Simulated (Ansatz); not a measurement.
H3Al (SMILES [AlH3]), singlet, geometry from GFN2-xTB (such geometries of metal compounds can be far from the true shape). Base run: SVWN5/cc-pVTZ (Ansatz, a quantum-chemistry and plane-wave program).

Geometry (Å):
```xyz
4

Al     0.0000     0.0000     0.0000
H      0.6428    -0.4551     1.3386
H     -0.2758     1.5068    -0.2562
H     -0.3670    -1.0516    -1.0823
```
Charge 0, spin multiplicity 1.
All else is at Ansatz's defaults.
Base energy -243.10215 Eh.

Each row names what was changed in the base input (with any setting that the change needs).

```tsv
change	ΔE vs base (mEh)
base	0.000
fitting.mean_field = cc-pVTZ-JKFIT	-0.011
final_grid = 6, 12, 29	-0.001
accuracy = high	0.000
nuclear_model = gaussian	0.127
final_grid = 10, 20, 41	0.000
lower_state_search = off	0.000
point_charge = charge:-1.0 position_ang:0.9178, -0.6452, -4.4127	-2.962
lower_state_search = full	0.000
final_grid = 4, 8, 17	0.020
point_charge = charge:1.0 position_ang:2.5999, -3.5897, -1.0417	-2.874
```
